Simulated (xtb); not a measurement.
B(F)(OMe)(SMe) (C2H6BFOS), SMILES CSB(OC)F. All values are semi-empirical tight-binding results from xtb (GFN2-xTB unless named), good for trends rather than for accurate numbers. Geometry optimised at GFN2-xTB. Other conformers were not sampled.

```
Item                                           Result
--------------------------------------  -------------
orbital gap                                   5.08 eV
zero-point energy                       53.8 kcal/mol
G − E(el) at 298.15 K (modified RRHO)   32.8 kcal/mol
static polarisability (D4 model)           65.4 bohr³
solvation energy, GFN2-xTB/ALPB(water)  -2.5 kcal/mol
solvation energy, GFN2-xTB/ALPB(dmso)   -6.9 kcal/mol
```
